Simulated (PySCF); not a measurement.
C₇H₁₃OP.
Geometry (GFN2-xTB, Å), atoms numbered from 1 in this order:
```xyz
22
C7H13OP angstrom
C     -2.8681   -1.3728    0.5549
P     -1.4571   -0.4487    0.3626
C     -1.8845    1.3156    0.2314
C     -0.6056   -0.8612   -1.2122
C      0.7738   -0.2962   -1.0776
C      1.1782   -0.0317    0.1641
O      2.3629    0.4903    0.5815
C      3.3150    0.8078   -0.4044
C      0.2139   -0.3392    1.2690
H     -3.4591   -1.0344    1.4023
H     -2.6511   -2.4363    0.6148
H     -2.2311    1.6728    1.2000
H     -2.6923    1.4086   -0.4926
H     -1.0181    1.8942   -0.0842
H     -1.1617   -0.4449   -2.0571
H     -0.5995   -1.9506   -1.3307
H      1.3691   -0.1386   -1.9616
H      4.1841    1.1887    0.1290
H      2.9372    1.5752   -1.0876
H      3.5996   -0.0769   -0.9822
H      0.2473    0.4103    2.0611
H      0.4367   -1.3124    1.7177
```

Probes without a nucleus sit at each ring's centroid and 1 Å off its mean plane on both sides; NICS is minus the shielding there, NICSzz its component along the normal. Level: GIAO PBE0/pcSseg-1 (PySCF, non-relativistic, gas phase) on the GFN2-xTB geometry, one conformer.

Ring bond lengths (Å), with Mayer bond orders in brackets: P2–C4 1.837 (0.93), C4–C5 1.497 (1.00), C5–C6 1.332 (1.75), C6–C9 1.498 (1.03), C9–P2 1.904 (0.79).

Task: Give the NICS values of each ring in ppm.

Result: 
| ring | type | NICS(0) | NICS(1), two faces | NICS(1)zz, two faces | rms pucker (Å) | centre to ring atoms, mean (Å) |
| --- | --- | --- | --- | --- | --- | --- |
| P2–C4–C5–C6–C9 | 5-membered ring with P; formal bonds 1 double, 4 single | -5.1 | -4.9 / -2.4 | -4.0 / -0.7 | 0.15 | 1.35 |

Task: What do they say, and how far can they be read as aromaticity?

Result: 
- P2–C4–C5–C6–C9: mean NICS(1)zz -2.3 ppm, near zero. P2, C4, C9 have four or more neighbours; no verdict on aromaticity is drawn. The two faces differ by 3.3 ppm, so no symmetry operation interchanges them.

Task: What field does 7.05 T along the ring normal induce along that normal at the second NICS(1) probe listed for ring P2–C4–C5–C6–C9, 1 Å off the ring?

Result: NICSzz × B0 = -0.7 ppm × 7.05 T = -5 μT, against the applied field.

Task: What are the shieldings of the ring atoms and their hydrogens in the same run (means over atoms taken as equivalent)?

Result: 
```json
{"atoms": "P2", "environment": "phosphorus bonded to 4 C", "σ isotropic (ppm)": "305.3"}
{"atoms": "C4", "environment": "sp3 carbon bound to phosphorus", "σ isotropic (ppm)": "151.6"}
{"atoms": "C5", "environment": "alkene CH carbon", "σ isotropic (ppm)": "94.4"}
{"atoms": "C6", "environment": "vinylic carbon bearing oxygen", "σ isotropic (ppm)": "20.2"}
{"atoms": "C9", "environment": "sp3 carbon bound to phosphorus", "σ isotropic (ppm)": "143.8"}
{"atoms": "H15", "environment": "methylene hydrogen", "σ isotropic (ppm)": "29.42"}
{"atoms": "H16", "environment": "methylene hydrogen", "σ isotropic (ppm)": "28.87"}
{"atoms": "H17", "environment": "vinylic hydrogen", "σ isotropic (ppm)": "27.36"}
{"atoms": "H21", "environment": "methylene hydrogen", "σ isotropic (ppm)": "29.68"}
{"atoms": "H22", "environment": "methylene hydrogen", "σ isotropic (ppm)": "29.52"}
```
